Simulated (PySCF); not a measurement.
**Deuteron quadrupole couplings in `N[SiH2]/C=C\[SiH3]`**

C₂H₉NSi₂.
Structure used (GFN2-xTB), in Å, numbered top down from 1:
```xyz
14
C2H9NSi2 angstrom
N      2.833   -0.677    0.133
Si     1.108   -0.732    0.173
C      0.271    0.940   -0.118
C     -1.036    1.181   -0.206
Si    -2.445   -0.054   -0.065
H      3.296   -0.484   -0.740
H      3.331   -0.229    0.885
H      0.790   -1.219    1.517
H      0.749   -1.664   -0.898
H      0.946    1.789   -0.223
H     -1.356    2.206   -0.381
H     -3.164   -0.084   -1.344
H     -1.963   -1.394    0.265
H     -3.363    0.420    0.979
```

Level: PBE0/pcSseg-1 (PySCF, non-relativistic); Q(2H) = 0.00286 b; rigid geometry, the same for H and D, with no vibrational averaging.

**Question.** Rank these positions by the coupling χzz of a deuteron there, largest first.
A. H10 (vinylic hydrogen)
B. H7 (N–H hydrogen)
C. H12 (Si–H hydrogen)

**Answer.** B (290 kHz), A (212 kHz), C (107 kHz).

**Question.** Give the electric field gradient Vzz (the principal value of largest size), its asymmetry and the 2H coupling at each hydrogen.

**Answer.** 
| atom | bonded to | bond length (Å) | Vzz (au) | η | χzz (kHz) |
| --- | --- | --- | --- | --- | --- |
| H6 | N1 | 1.007 | 0.4309 | 0.17 | 290 |
| H7 | N1 | 1.007 | 0.4310 | 0.16 | 290 |
| H8 | Si2 | 1.465 | 0.1614 | 0.03 | 108 |
| H9 | Si2 | 1.465 | 0.1613 | 0.03 | 108 |
| H10 | C3 | 1.090 | 0.3153 | 0.03 | 212 |
| H11 | C4 | 1.089 | 0.3158 | 0.04 | 212 |
| H12 | Si5 | 1.468 | 0.1596 | 0.01 | 107 |
| H13 | Si5 | 1.462 | 0.1628 | 0.04 | 109 |
| H14 | Si5 | 1.468 | 0.1591 | 0.02 | 107 |

**Question.** Average by the element that carries the hydrogen.

**Answer.** on N: 290 kHz over 2 positions, mean bond length 1.007 Å; on Si: 108 kHz over 5 positions, mean bond length 1.465 Å; on C: 212 kHz over 2 positions, mean bond length 1.089 Å.

One conformer (not necessarily the lowest) at the GFN2-xTB geometry, without solvent, vibrations or thermal averaging. GFN2-xTB bond lengths can be off by several hundredths of an ångström, more for odd bonds, and the gradients follow them. These gradients aren't converged with respect to the basis.
